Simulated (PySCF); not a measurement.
Polarisability and C₆ of Ru²⁺ (ruthenium, charge +2)

[Kr] 4d5 5s1, high-spin 7S determinant (an excited configuration). Computed with PySCF 2.14 in aug-cc-pwCVDZ-PP with ECP28MDF, with scalar relativity through the core potential. Coupled (time-dependent) response in atomic units; α is the mean over directions. A double-zeta set is small for polarisabilities.

| method | mean α (bohr³) | C₆ (like pair) | S(−4) |
| --- | --- | --- | --- |
| UHF | 26.97 | 157.8 | 518.2 |
| PBE | 20.25 | 118.0 | 241.4 |
| PBE0 | 21.54 | 125.1 | 287.1 |
| CAM-B3LYP | 21.72 | 125.5 | 299.7 |

S(−4) is the Cauchy moment in α(ω) = α(0) + S(−4) ω² + …

α(iu) at PBE0:

```json
{"u (hartree)": "0", "α(iu) (bohr³)": "21.54"}
{"u (hartree)": "0.0500", "α(iu) (bohr³)": "20.85"}
{"u (hartree)": "0.100", "α(iu) (bohr³)": "19.09"}
{"u (hartree)": "0.200", "α(iu) (bohr³)": "14.74"}
{"u (hartree)": "0.300", "α(iu) (bohr³)": "11.32"}
{"u (hartree)": "0.500", "α(iu) (bohr³)": "7.482"}
{"u (hartree)": "0.750", "α(iu) (bohr³)": "5.222"}
{"u (hartree)": "1.00", "α(iu) (bohr³)": "3.973"}
{"u (hartree)": "1.50", "α(iu) (bohr³)": "2.578"}
{"u (hartree)": "2.00", "α(iu) (bohr³)": "1.809"}
{"u (hartree)": "3.00", "α(iu) (bohr³)": "1.018"}
{"u (hartree)": "5.00", "α(iu) (bohr³)": "0.4393"}
```

A single London oscillator, α(iu) = α/(1 + u²/ω²), gives C₆ = (3/4) ω α². Matching the computed C₆ needs ω = 4 × 125.1 / (3 × 21.54²) = 0.360 hartree.

For an ion, C₆ is the dispersion term alone; charge-induced terms of lower order in 1/R come first.

Energies and moments cover only the electrons outside the core potential.
